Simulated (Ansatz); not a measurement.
A further run on Hf₃O₁₂H₁₂, a hydroxylated oxide cluster.

```yaml
crystal:
  periodic: [false, false, false]
  atoms:
    - {symbol: Hf, position_ang: [-0.376749, 0.759374, -1.589382]}
    - {symbol: Hf, position_ang: [2.279801, 0.071040, 1.059690]}
    - {symbol: Hf, position_ang: [-1.096754, -0.678605, 1.435060]}
    - {symbol: O, position_ang: [-3.927326, -0.211009, -2.070574]}
    - {symbol: O, position_ang: [-1.588694, -2.561843, 1.495550]}
    - {symbol: O, position_ang: [0.686563, -0.660302, -2.422517]}
    - {symbol: O, position_ang: [0.349210, 0.335852, 0.358989]}
    - {symbol: O, position_ang: [-2.049068, 0.359762, 2.775184]}
    - {symbol: O, position_ang: [-1.894607, 1.263853, -2.879418]}
    - {symbol: O, position_ang: [-1.972861, -0.163110, -0.383756]}
    - {symbol: O, position_ang: [2.838737, -1.020465, -0.512313]}
    - {symbol: O, position_ang: [0.844070, -0.937533, 2.387777]}
    - {symbol: O, position_ang: [0.668047, 2.413533, -1.490837]}
    - {symbol: O, position_ang: [2.628054, 1.993691, 0.621384]}
    - {symbol: O, position_ang: [3.681992, -0.238237, 2.400086]}
    - {symbol: H, position_ang: [-3.839389, -1.017645, -2.611861]}
    - {symbol: H, position_ang: [-3.305383, 0.439816, -2.531241]}
    - {symbol: H, position_ang: [-1.620874, -3.485634, 1.217349]}
    - {symbol: H, position_ang: [1.540636, -0.913065, -1.995420]}
    - {symbol: H, position_ang: [-2.791819, 0.517147, 3.372517]}
    - {symbol: H, position_ang: [-1.987365, 2.093927, -3.376118]}
    - {symbol: H, position_ang: [-2.855834, -0.291293, -0.883501]}
    - {symbol: H, position_ang: [3.720383, -1.350627, -0.751129]}
    - {symbol: H, position_ang: [1.073507, -1.450020, 3.181136]}
    - {symbol: H, position_ang: [1.392813, 2.553555, -0.836008]}
    - {symbol: H, position_ang: [3.413259, 2.530667, 0.816148]}
    - {symbol: H, position_ang: [4.189643, -0.352828, 3.213195]}
basis:
  gaussian: {orbitals: def2-SVPD, fitting: {mean_field: def2-universal-jkfit}, point_charges: [{charge: 1.00, position_ang: [7.252, -0.112, -0.526]}]}
hamiltonian: {xc: {name: SVWN5}}
scf: {omitted_lower_state_checks: [starts]}
output: {forces: true}
```

```sh
$ ansatz run in.yaml --threads 2 --pin off --events-out ev --progress --plain --max-ram 22528MiB --backend cuda --devices 0, --max-vram 18GiB
```

Shortened log:

```
Functional definition: SVWN5
1821 factors; integrals over basis functions are off by at most 1.8e-1 eV
mean field evaluation 1: about -28431.9454 eV, gradient 2.0e2 eV
mean field evaluation 2: about -27730.8252 eV, gradient 5.5e2 eV
mean field evaluation 4: about -28496.1368 eV, gradient 7.1e1 eV
mean field evaluation 8: about -28505.0587 eV, gradient 1.6e0 eV
mean field evaluation 16: about -28505.0652 eV, gradient 6.3e-3 eV
mean field -28505.06516383 eV, -1047.5418233434 hartree, gradient 3.7e-5 eV, S^2 0.000000; 0 other end points of the search recorded, 0 dependent functions left out
reference -28505.06525759 eV, -1047.5418267891 hartree; 72, 72 occupied and 405, 405 virtual orbitals, 1821 factors
Total energy: -28505.06525759 eV, -1047.5418267891 hartree
Atom 0 at    -0.376749     0.759374    -1.589382 Å, force    -0.543751     0.001930    -0.034672 eV/Å
Atom 1 at     2.279801     0.071040     1.059690 Å, force    -1.442704     0.117053     0.050780 eV/Å
Atom 2 at    -1.096754    -0.678605     1.435060 Å, force    -0.461080    -0.110044     0.059557 eV/Å
Atom 3 at    -3.927326    -0.211009    -2.070574 Å, force     0.401200    -0.058618     0.094368 eV/Å
Atom 4 at    -1.588694    -2.561843     1.495550 Å, force     0.230548     0.623905     0.001530 eV/Å
Atom 5 at     0.686563    -0.660302    -2.422517 Å, force     0.060786     0.282227     0.247106 eV/Å
Atom 6 at     0.349210     0.335852     0.358989 Å, force     0.617943    -0.072668     0.051816 eV/Å
Atom 7 at    -2.049068     0.359762     2.775184 Å, force     0.382678    -0.360308    -0.467910 eV/Å
Atom 8 at    -1.894607     1.263853    -2.879418 Å, force     0.282322    -0.225736     0.437475 eV/Å
Atom 9 at    -1.972861    -0.163110    -0.383756 Å, force     0.567301     0.107116     0.136744 eV/Å
Atom 10 at     2.838737    -1.020465    -0.512313 Å, force     0.356001     0.188515     0.053884 eV/Å
Atom 11 at     0.844070    -0.937533     2.387777 Å, force     0.288405     0.265271    -0.419141 eV/Å
Atom 12 at     0.668047     2.413533    -1.490837 Å, force     0.004645    -0.394597     0.071711 eV/Å
Atom 13 at     2.628054     1.993691     0.621384 Å, force     0.205177    -0.437616    -0.051104 eV/Å
Atom 14 at     3.681992    -0.238237     2.400086 Å, force     0.236089     0.012785    -0.312318 eV/Å
Atom 15 at    -3.839389    -1.017645    -2.611861 Å, force    -0.193165    -0.056771     0.039942 eV/Å
Atom 16 at    -3.305383     0.439816    -2.531241 Å, force     0.152721     0.197370    -0.029561 eV/Å
Atom 17 at    -1.620874    -3.485634     1.217349 Å, force    -0.041678    -0.075785    -0.001793 eV/Å
Atom 18 at     1.540636    -0.913065    -1.995420 Å, force    -0.092138    -0.049337    -0.016989 eV/Å
Atom 19 at    -2.791819     0.517147     3.372517 Å, force    -0.042375     0.031933     0.044464 eV/Å
Atom 20 at    -1.987365     2.093927    -3.376118 Å, force    -0.041251    -0.013998    -0.049989 eV/Å
Atom 21 at    -2.855834    -0.291293    -0.883501 Å, force    -0.203657    -0.010656    -0.153421 eV/Å
Atom 22 at     3.720383    -1.350627    -0.751129 Å, force    -0.300942    -0.176350    -0.026636 eV/Å
Atom 23 at     1.073507    -1.450020     3.181136 Å, force    -0.051946     0.016430     0.000792 eV/Å
Atom 24 at     1.392813     2.553555    -0.836008 Å, force    -0.051813     0.044842     0.037419 eV/Å
Atom 25 at     3.413259     2.530667     0.816148 Å, force    -0.172358     0.125408     0.071071 eV/Å
Atom 26 at     4.189643    -0.352828     3.213195 Å, force    -0.093475    -0.013907     0.137787 eV/Å
Dipole moment:    -0.271151    -0.543017     0.909304 e Å
Checks for a lower state left out: starts
```

It took 4 s on 2 threads of AMD EPYC 7R13 on a shared host and a share (18 GiB) of an NVIDIA H100 80GB HBM3, peak host memory 1 GiB.

In the def2 sets Hf takes a core potential; there is no spin–orbit coupling.
